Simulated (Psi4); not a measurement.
propyl chloride (C$_{3}$H$_{7}$Cl), singlet, at a GFN2-xTB geometry. Base run: PBE0/def2-SVP (Psi4).

Psi4 was given this input:
```
memory 2 GB

molecule {
0 1
C     0.89556841   -0.62693231    0.00894819
C     2.36249557   -0.21115776    0.02829502
C    -0.00837571    0.59425323    0.00182904
H     0.67244806   -1.23599530    0.88678452
H     0.69409767   -1.23025825   -0.87803793
H     3.00106085   -1.09029661    0.03327060
Cl   -1.72614612    0.10884623   -0.02082132
H     2.60373276    0.38459165   -0.84900501
H     2.58209192    0.37885692    0.91510288
H     0.13553048    1.19997169    0.89678449
H     0.15739271    1.20576508   -0.88537060
}

set {
  basis def2-svp
}

energy('pbe0')
print_variables()
```

Variants of this job, named by their change:

```
change                                        ΔE vs base (mEh)  SCF cycles  grid points  basis functions
--------------------------------------------  ----------------  ----------  -----------  ---------------
base                                                     0.000           8       233813               95
d_convergence = 1e-10                                    0.000          14       233813               95
df_basis_scf = cc-pvtz-jkfit                            -0.046           8       233813               95
cholesky_tolerance = 1e-6 (with scf_type cd)             0.053           8       233813               95
e_convergence = 1e-4                                     0.000           8       233813               95
guess = core                                             0.000          13       233813               95
level_shift = 0.3                                        0.000           8       233813               95
dft_radial_points = 50                                   0.056           8       158297               95
dft_basis_tolerance = 1e-8                               0.000           8       231913               95
diis_max_vecs = 3                                        0.000          10       233813               95
scf_type = direct                                        0.058          10       233813               95
dft_nuclear_scheme = becke                              -0.042           8       231773               95
scf_type = pk                                            0.058           8       233813               95
```
